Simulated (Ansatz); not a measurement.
Ansatz (an electronic-structure program) input:

Ansatz 0.2 input:
```yaml
crystal:
  periodic: [false, false, false]
  atoms:
    - {symbol: Ga, position_ang: [-0.00000000, -0.00000000, -0.05077840]}
    - {symbol: H, position_ang: [0.00000000, 0.00000000, 1.57413054]}
basis:
  gaussian:
    orbitals: def2-TZVP
hamiltonian:
  xc: b3lyp
  dispersion: d3bj
magnetization: {spin_polarized: true, initial_magnetization: 2}
phonons: {temperatures: {t_min: 298.15, t_max: 298.15, t_step: 100}}
```

Problem. What final total energy does it print?

Solution. -1925.39300 Eh (B3LYP-D3(BJ)/def2-TZVP). The basis has 54 functions.

This is an excited triplet: at this geometry the singlet lies 2.01 eV lower at CCSD(T)/CBS(aug-cc-pVTZ,aug-cc-pVQZ).
